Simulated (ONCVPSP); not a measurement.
Transferability test, ONCV potential for Pd (Z = 46)

* Element: palladium (Pd)
* Generator: ONCVPSP 4.0.1
* Type: optimised norm-conserving Vanderbilt (ONCV)
* Functional: PBE
* Relativity: fully relativistic
* Frozen core: [Ar] 3d10
* Valence charge: 18
* Reference configuration: 4s2 4p6 4d9.5 (charge +0.5)
* Partial waves: 4s: rc 0.95 bohr, ncon 4, nbas 7, qcut 5.5 1/bohr, 2 projectors, debl 2.7 Ha; 4p: rc 1.15 bohr, ncon 4, nbas 7, qcut 7.2 1/bohr, 3 projectors, debl 1 Ha; 4d: rc 1.65 bohr, ncon 5, nbas 10, qcut 11.3 1/bohr, 2 projectors, debl 3.4 Ha
* Local potential: polynomial inside 0.80 bohr (lpopt 4, dvloc0 1 Ha)
* Core correction: none

Open shells are filled in proportion to 2j + 1.

In the s channel the program set the typed energies aside and used -3.329, 0.250 Ha. In the p channel the program set the typed energies aside and used -2.024, 0.250, 1.250 Ha (j = l + 1/2; the other j can differ).

Energies are relative to the spin-unpolarised reference configuration 4s2 4p6 4d9.5; without spin polarisation the order of configurations can differ from experiment.

```tsv
valence configuration	charge	ΔE all-electron (eV)	error AE − PS (meV)
4s2 4p6 4d10	0	-3.236	0.0
4s2 4p6 4d9	+1	5.883	0.0
4s2 4p6 4d9 5p1	0	2.002	-0.1
```

**Question.** What are ΔE and the potential's error for 4s2 4p6 4d8?

**Answer.** ΔE = 26.702 eV all-electron; the error (AE − PS) is +0.2 meV.
